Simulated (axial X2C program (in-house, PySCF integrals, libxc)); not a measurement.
# Spin–orbit effects along a row: molecules with S (ions), PBE0

All values come from calculations with an in-house relativistic program for diatomic molecules, spin-free (one-electron X2C) or two-component (2c: spin–orbit coupling with atomic mean-field Coulomb and Gaunt terms, which also bring small scalar terms), in Dyall basis sets with cores contracted in-house; open shells are unrestricted.

Basis sets: B dyall-v3z, Be dyall-cv3z, C dyall-v3z, F dyall-av3z, Li dyall-cv3z, N dyall-av3z, S dyall-av3z.

```
molecule   spin-free state  Re (Å)  ωe (cm⁻¹)  De (eV)  2c state  Re 2c (Å)  ωe 2c (cm⁻¹)  De 2c (eV)
    LiS⁺    M_S = 1, Λ = 0   2.457      347.3     0.86     Ω = 1      2.457         347.3        0.86
    BeS⁺  M_S = 1/2, Λ = 1   1.835      877.8     3.31   Ω = 3/2      1.835         877.3        3.33
     BS⁺    M_S = 1, Λ = 1   1.706      982.7     3.36     Ω = 2      1.706         982.3        3.38
     CS⁺  M_S = 1/2, Λ = 0   1.487     1433.0     6.29   Ω = 1/2      1.487        1432.7        6.29
     SN⁺    M_S = 0, Λ = 0   1.428     1531.7     6.01     Ω = 0      1.428        1531.6        6.02
     SF⁺    M_S = 1, Λ = 0   1.515     1033.8     3.90     Ω = 1      1.515        1033.6        3.90
```

Fragments in 2c: S + Li+, S + Be+, S + B+, S+ + C, S+ + N, S+ + F. Each entry is the lowest single determinant of a limited PBE0 search at one distance. De goes to single-determinant-based atoms at the same level (for ions the charge split of lowest energy) and is withheld (n/a) where an atom does not fit its ground term or J level. Main or longest-lived isotopes. One determinant is a doubtful description, or other states lie close, for LiS⁺, BS⁺, CS⁺, SF⁺; these need not be ground states, and all values refer to the states named. Some open-shell Ω = 0 determinants are out of reach, so the Ω given for LiS⁺, BS⁺, SF⁺ need not be the lowest component. With several unpaired electrons the Ω given is that of one determinant, not necessarily of the lowest component. Some light 2c atoms are not at their ground J level, so De misses part of their lowering (0.04 eV or less). The functionals have no current term, which raises determinants with orbital currents.
